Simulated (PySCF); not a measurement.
diselenium (Se₂), SMILES [Se]=[Se] (connectivity only; charge and spin as stated), neutral, multiplicity 3.

Geometry optimised at PBE0-D3(BJ)/def2-TZVP.

Level of theory: PBE0/def2-TZVPD (PySCF).

Gas-phase values at a fixed geometry.

```yaml
total_energy: -4802.54833 hartree
point_group: D∞h
"α spin, highest occupied and lowest empty level": -6.85 and -1.13 eV
"β spin, highest occupied and lowest empty level": -8.36 and -3.73 eV
dipole_moment: 0.00 D
mean_static_polarisability: 56.4 bohr³ (8.35 Å³)
polarisability_principal_values: 42.8, 42.8, 83.6 bohr³
"⟨S²⟩": 2.010 (pure state 2.00)
```
